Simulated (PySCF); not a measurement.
# CaCl⁻: input and log

State: ¹Σ⁺ (singlet), closed shell.

An equivalent input (the run itself took its basis sets from the Basis Set Exchange, started from a PBE0 density and held the occupation σ 11α 11β, πx 4α 4β, πy 4α 4β):

```python
from pyscf import gto, scf, cc
mol = gto.M(atom='Ca 0 0 0; Cl 0 0 2.559', basis={'Ca': 'def2-SVPD', 'Cl': 'def2-SVPD'},
            charge=-1, spin=0, verbose=4, symmetry='C2v')
mf = scf.RHF(mol)
mf.irrep_nelec = {'A1': 22, 'B1': 8, 'B2': 8}
mf.conv_tol = 1e-9
mf.max_cycle = 60
mf.diis_space = 10
mf.kernel()
mycc = cc.CCSD(mf, frozen=[0, 1, 2, 3, 4, 5, 6, 7, 8, 9])
mycc.run(conv_tol=1e-7, conv_tol_normt=1e-5, max_cycle=80, diis_space=8)
et = mycc.ccsd_t()
```

The SCF ended at -1136.14135531 hartree. The coupled-cluster part of the log:

```
******** <class 'pyscf.cc.ccsd.CCSD'> ********
CC2 = 0
CCSD nocc = 9, nmo = 44
frozen orbitals [0, 1, 2, 3, 4, 5, 6, 7, 8, 9]
max_cycle = 80
direct = 0
conv_tol = 1e-07
conv_tol_normt = 1e-05
diis_space = 8
diis_start_cycle = 0
diis_start_energy_diff = 1e+09
Init t2, MP2 energy = -1136.42301811794  E_corr(MP2) -0.281662808456089
Init E_corr(CCSD) = -0.281662808457756
cycle = 1  E_corr(CCSD) = -0.300818759158788  dE = -0.0191559507  norm(t1,t2) = 0.0716
cycle = 2  E_corr(CCSD) = -0.30607061301767  dE = -0.00525185386  norm(t1,t2) = 0.0311387
cycle = 3  E_corr(CCSD) = -0.309014215017886  dE = -0.002943602  norm(t1,t2) = 0.0166727
cycle = 4  E_corr(CCSD) = -0.309225434826589  dE = -0.000211219809  norm(t1,t2) = 0.00395187
cycle = 5  E_corr(CCSD) = -0.309070906575786  dE = 0.000154528251  norm(t1,t2) = 0.00162462
cycle = 6  E_corr(CCSD) = -0.30907560156723  dE = -4.69499144e-06  norm(t1,t2) = 0.00037769
cycle = 7  E_corr(CCSD) = -0.309082556026399  dE = -6.95445917e-06  norm(t1,t2) = 0.000150885
cycle = 8  E_corr(CCSD) = -0.309081613605813  dE = 9.42420586e-07  norm(t1,t2) = 4.96128e-05
cycle = 9  E_corr(CCSD) = -0.309081688434947  dE = -7.48291347e-08  norm(t1,t2) = 2.0099e-05
cycle = 10  E_corr(CCSD) = -0.309081789893956  dE = -1.01459008e-07  norm(t1,t2) = 5.01942e-06
cycle = 11  E_corr(CCSD) = -0.309081730652134  dE = 5.92418216e-08  norm(t1,t2) = 1.75683e-06
CCSD converged
E(CCSD) = -1136.450437040134  E_corr = -0.3090817306521341
CCSD(T) correction = -0.006827288164608
```

T1 diagnostic 0.016, D1 0.061, 18 electrons correlated.

Repeating this along the bond gives Re = 2.627 Å and ωe = 271 cm⁻¹.

A point of this curve took 1.4 CPU seconds beside 0.12 for the integrals, on Oxide Virtual Turin-like (shared host).

Correlated steps freeze 10 core orbitals.
